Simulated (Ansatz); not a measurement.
`O[CH2][In]([F])[F]` + `C[SeH]` → `C[Se][In]([F])[F]` + CH₃OH  (ligand exchange at the In–C bond)

Computed with Ansatz on PBE0-D4/def2-TZVP structures; ΔE is electronic, products minus reactants. CBS: MP2 limit from def2 TZ/QZ plus the TZ coupled-cluster correction, frozen cores. This one scheme is used for every species. Elements past krypton have def2 core potentials. For In, Se outer-core shells are correlated without core-valence functions, which leaves a few kJ/mol of doubt a bond. Scalar relativity is left out up to krypton. One conformer a species, not always the lowest.

| species | CCSD(T)/def2-SVP energy (Eh) |
| --- | --- |
| `O[CH2][In]([F])[F]` | -503.15861 |
| `C[SeH]` | -2440.13008 |
| `C[Se][In]([F])[F]` | -2828.01466 |
| CH₃OH | -115.32360 |

(1) Work out ΔE.

(2) What do rigid-rotor, harmonic-oscillator terms from PBE0-D4/def2-TZVP frequencies (298.15 K, 1 bar) make of the CCSD(T)/CBS value? (Estimate.)

Largest T1 diagnostic among the species: 0.016.

Results:

(1) ΔE = (-2828.01466) + (-115.32360) − (-503.15861) − (-2440.13008) = -0.04957 Eh = -31.1 kcal/mol. CCSD(T)/CBS gives -30.9 kcal/mol.

(2) Computed: ΔZPE = +1.9 kcal/mol, ΔH = -28.6 kcal/mol, ΔS = 9 J/(mol·K), ΔG = -29.3 kcal/mol. Modes under 50 cm⁻¹ make the entropy rough.

From r2SCAN to r2SCAN0 (25 % exact exchange), in def2-TZVPP and without D4, ΔE moves by −2.2 kcal/mol. In def2-TZVPP, CCSD(T) changes the Hartree–Fock value by +6.9 kcal/mol (the triples alone add +0.8 kcal/mol) and MP2 by +6.1 kcal/mol. Leaving LDA and LC-ωPBE aside and taking each functional with its dispersion term where it has one, the values, not all of them listed here, spread over 6.0 kcal/mol, from BHLYP-D4 to PBE-D4. LDA lies +2.7 kcal/mol from PBE without D4.
